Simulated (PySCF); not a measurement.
Te(H)(SH) (H₂STe), SMILES [TeH]S.

Geometry optimised at PBE-D3(BJ)/def2-TZVP. The def2 effective core potentials stand for the cores of Te; spin–orbit coupling is left out.

Two levels are set side by side: PBE/def2-TZVPD (PySCF) and r2SCAN/def2-TZVPD (PySCF). Same geometry, gas phase. Differences are taken from unrounded values.

```
quantity                     r2SCAN
---------------------------  ------
orbital gap (eV)               3.30
highest occupied level (eV)   -5.89
lowest empty level (eV)       -2.59
dipole moment (D)              1.02
mean polarisability (bohr³)    65.4
```

Question: What does PBE give, and how far is it from r2SCAN? (An estimate is asked for; the answer gives what the named calculation found.)

Answer: 
```csv
quantity,PBE,PBE minus r2SCAN
orbital gap (eV),2.88,-0.42
highest occupied level (eV),-5.65,0.24
lowest empty level (eV),-2.78,-0.18
dipole moment (D),0.98,-0.04
mean polarisability (bohr³),67.3,1.9
```

Rough cost on one machine, each run with all the roots and properties that it gave: r2SCAN against PBE about 3 times.
